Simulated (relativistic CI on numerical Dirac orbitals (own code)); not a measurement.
Radial parameters of Tm6+

Computed by Dirac-Coulomb-Breit CI, separate exchange-only KLI orbitals for each configuration, model QED (radiative potential, 1s self-energy scaled to tabulated hydrogen-like ionisation energies), unscaled Slater integrals (own radial code, finite nucleus).

Slater integrals F^k, G^k are unscaled and averaged over j, outside the closed core [Kr] 4d10; ζ comes from projecting the Hamiltonian with its Breit term on Σ l·s of the shell.

- 4f¹¹5s²5p⁴: F^2(4f,4f) = 140770, F^4(4f,4f) = 88673, F^6(4f,4f) = 63893, ζ(4f) = 2752.6, F^2(5p,5p) = 82101, F^2(4f,5p) = 62023, G^2(4f,5p) = 29134, G^4(4f,5p) = 23340, ζ(5p) = 39436 cm⁻¹; <r>(4f) = 0.6911, <r^2>(4f) = 0.5946, <r>(5p) = 1.306, <r^2>(5p) = 1.913 (bohr units).
- 4f¹⁰5s²5p⁵: F^2(4f,4f) = 145340, F^4(4f,4f) = 91783, F^6(4f,4f) = 66202, ζ(4f) = 2908.3, F^2(4f,5p) = 62276, G^2(4f,5p) = 28195, G^4(4f,5p) = 22827, ζ(5p) = 40881 cm⁻¹; <r>(4f) = 0.673, <r^2>(4f) = 0.56, <r>(5p) = 1.291, <r^2>(5p) = 1.871 (bohr units).
- 4f⁹5s²5p⁶: F^2(4f,4f) = 149920, F^4(4f,4f) = 94909, F^6(4f,4f) = 68527, ζ(4f) = 3067.3 cm⁻¹; <r>(4f) = 0.6559, <r^2>(4f) = 0.5283 (bohr units).

Averages of the first 10 configurations, taken without configuration mixing, which lowers the lowest level and can move excited configurations by several eV; other configurations of the list can lie among them:

| Configuration | Parity | States | Average energy above the lowest level (eV) |
| --- | --- | --- | --- |
| 4f¹¹5s²5p⁴ | odd | 5460 | 31.3 |
| 4f¹⁰5s²5p⁵ | odd | 6006 | 18.7 |
| 4f⁹5s²5p⁶ | odd | 2002 | 10.6 |
| 4f¹³5s²5p² | odd | 210 | 68.3 |
| 4f¹⁰5s5p⁶ | even | 2002 | 53.6 |
| 4f¹¹5s5p⁵ | even | 4368 | 64.1 |
| 4f¹¹5p⁶ | odd | 364 | 100.8 |
| 4f¹³5p⁴ | odd | 210 | 129.7 |
| 4f¹²5s5p⁴ | even | 2730 | 78.7 |
| 4f¹³5s5p³ | even | 560 | 97.1 |
